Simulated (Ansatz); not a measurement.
`BC[SiH](O)F` → `BC` + `O[Si]F` at 700 K and 1 bar (silylene formation by 1,1-elimination).

Program: Ansatz. Geometries: PBE0-D4/def2-TZVP. ΔE: electronic, gas phase. CCSD(T)/CBS is the MP2 limit (def2-TZVPP, def2-QZVPP) plus CCSD(T) − MP2 in def2-TZVPP, frozen cores. This one scheme is used for every species. Each species was taken in one conformer, which may not be the lowest.

```
      species  CCSD(T)/CBS energy (Eh)  H − E (kJ/mol)  S (J/(mol·K))
`BC[SiH](O)F`               -530.62157           277.6          476.3
         `BC`                -65.83255           189.6          311.0
     `O[Si]F`               -464.72778            80.2          319.6
```

H − E and S are ideal-gas, rigid-rotor, harmonic terms from PBE0-D4/def2-TZVP, for one conformer and one mirror image of each species. 1 Eh = 2625.50 kJ/mol, R = 8.31446 J/(mol·K).

**Question.** By hand: ΔE, ΔH, ΔS and ΔG.

**Answer.** ΔE = (-65.83255) + (-464.72778) − (-530.62157) = 0.06124 Eh = 160.8 kJ/mol. Δ(H − E) = 189.6 + 80.2 − 277.6 = -7.8, so ΔH = 153.0 kJ/mol. ΔS = 311.0 + 319.6 − 476.3 = 154.3 J/(mol·K). ΔG = 153.0 − 700 × (154.3)/1000 = 45.0 kJ/mol.

**Question.** By hand: the equilibrium constant, and the temperature at which ΔG would vanish if ΔH and ΔS stayed fixed.

**Answer.** log₁₀ K = −ΔG/(RT ln 10) = -3.4. ΔG = 0 at ΔH/ΔS = 992 K.

The number of gas molecules changes by +1, which sets the sign of ΔS. A doubt of 5 kJ/mol in ΔE shifts log₁₀ K by 0.4 here. Other conformers and mirror images would add mixing entropy, several J/(mol·K) or more a flexible species. Modes under 60 cm⁻¹, often nearly free rotors, make the harmonic entropy too high. These are equilibria of isolated gas molecules and say nothing of rates. Largest T1 diagnostic: 0.015 (customary marks: 0.02 for closed shells, 0.045 for open ones).
